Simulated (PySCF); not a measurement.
Compound: fluorobenzene, C₆H₅F.
SMILES: `Fc1ccccc1`

The closed-shell ground state was solved at several levels (PySCF, density fitting, gas phase, non-relativistic). Geometry: GFN2-xTB; no solvent, vibrations or thermal averaging.

```csv
level,basis functions,HOMO (eV),LUMO (eV),gap (eV),dipole (D)
B3LYP/pcJ-1,239,-7.04,-0.67,6.37,1.58
wB97X-D/def2-SVPD,183,-9.09,1.20,10.29,1.64
```

Q: What might PBE0/pcSseg-1 (144 basis functions) give for the same quantities?

A: HOMO -7.29 eV, LUMO -0.51 eV, gap 6.78 eV, dipole 1.56 D.

Q: Over all these levels, which gives the widest orbital gap and which the narrowest?

A: wB97X-D/def2-SVPD (range-separated hybrid) has the widest, 10.29 eV, and B3LYP/pcJ-1 (global hybrid, 20 % exact exchange) the narrowest, 6.37 eV. Functional and basis both differ between the two, so the spread mixes both effects.

Q: How far do the dipole and the HOMO energy spread over the levels?

A: The dipole runs from 1.56 to 1.64 D (mean 1.59 D) and the HOMO from -9.09 to -7.04 eV.
